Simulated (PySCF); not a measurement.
# Calculated NMR data

- GFN2-xTB structure
- NMR shieldings at PBE0/pcSseg-1/GIAO
- code: PySCF 2.14.0 with density-fitted response routines
- rapidly exchanging positions averaged, single conformer, non-relativistic Hamiltonian, gas phase

Referencing at the same level of theory: ¹H and ¹³C vs TMS. Splittings of carbon signals by F and P are missing where no couplings were computed. Where no couplings were computed, multiplicities follow the n + 1 count of equivalent neighbours, and m marks all less simple cases (inequivalent or close neighbours, rings, F or P nearby). Shifts are as computed. Against solution values, carbons near 30 ppm lie about +3 ppm off and those near 130 ppm about +5 ppm. Of 1211 compounds with measured shifts, 218 miss one by over three times the rms of a fit or turn the order of signals round; such compounds aren't used in these exercises.

**1.** SMILES C=C(O[SiH2][C@H](C)F)C(C)=O, C$_{6}$H$_{11}$FO$_{2}$Si. ¹H NMR (400 MHz, computed): δ 5.66 (m, 1H), 5.51 (m, 1H), 5.29 (m, 1H), 4.94 (m, 1H), 4.68 (m, 1H), 2.49 (s, 3H), 1.46 (m, 3H). ¹³C{¹H} NMR (computed): δ 203.4 (C), 160.0 (C), 110.6 (CH2), 87.9 (CH), 25.6 (CH3), 20.4 (CH3).

**2.** `C1CP(COC)CCP1`, C$_{6}$H$_{14}$OP$_{2}$. ¹H NMR (400 MHz, computed): δ 3.55 (s, 3H), 3.47 (m, 2H), 3.19 (m, 1H), 2.16 (m, 4H), 1.78 (m, 4H). ¹³C{¹H} NMR (computed): δ 73.6 (CH2), 63.1 (CH3), 28.5 (CH2), 21.7 (CH2).

**3.** SMILES C[Si](C)(C)c1nnc(F)o1, C$_{5}$H$_{9}$FN$_{2}$OSi. ¹H NMR (400 MHz, computed): δ 0.42 (s, 9H). ¹³C{¹H} NMR (computed): δ 177.6, 172.8, -1.6.
